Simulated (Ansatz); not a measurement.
`S[CH](S)[GeH3]` and `FC(S)S` differ in one atom or group.

Ansatz, PBE0-D4/def2-TZVP geometries, multiplicity 1. Each molecule was computed in one conformer, which needn't be the lowest.

Scalar relativity is left out up to krypton.

```json
{"property": "size of the dipole moment (ωB97M-V/def2-TZVPP) / D", "`S[CH](S)[GeH3]`": "1.65"}
{"property": "LUMO energy (B3LYP/def2-TZVPP) / eV", "`S[CH](S)[GeH3]`": "-0.60"}
{"property": "HOMO–LUMO gap (PBE/def2-TZVPP) / eV", "`S[CH](S)[GeH3]`": "4.43"}
{"property": "ideal-gas entropy at 298 K and 1 bar (rigid rotor, harmonic PBE0-D4/def2-TZVP) / J/(mol·K)", "`S[CH](S)[GeH3]`": "359"}
{"property": "HOMO energy (B3LYP/def2-TZVPP) / eV", "`S[CH](S)[GeH3]`": "-6.69"}
{"property": "size of the dipole moment (B3LYP/def2-TZVPP) / D", "`S[CH](S)[GeH3]`": "1.64"}
```

(1) What does the change do to each property? (An estimate is asked.)

## Answers

(1) Ansatz gave: 
| property | `FC(S)S` | shift |
| --- | --- | --- |
| size of the dipole moment (ωB97M-V/def2-TZVPP) / D | 2.26 | 0.61 |
| LUMO energy (B3LYP/def2-TZVPP) / eV | -0.59 | 0.01 |
| HOMO–LUMO gap (PBE/def2-TZVPP) / eV | 4.84 | 0.41 |
| ideal-gas entropy at 298 K and 1 bar (rigid rotor, harmonic PBE0-D4/def2-TZVP) / J/(mol·K) | 314 | -45 |
| HOMO energy (B3LYP/def2-TZVPP) / eV | -7.18 | -0.49 |
| size of the dipole moment (B3LYP/def2-TZVPP) / D | 2.25 | 0.61 |

The zero-point energy changes by -54.8 kJ/mol with -9 modes. Dipoles are sizes alone; their direction can turn.

B3LYP here is the variant with VWN-RPA as its local correlation; programs differ in this.
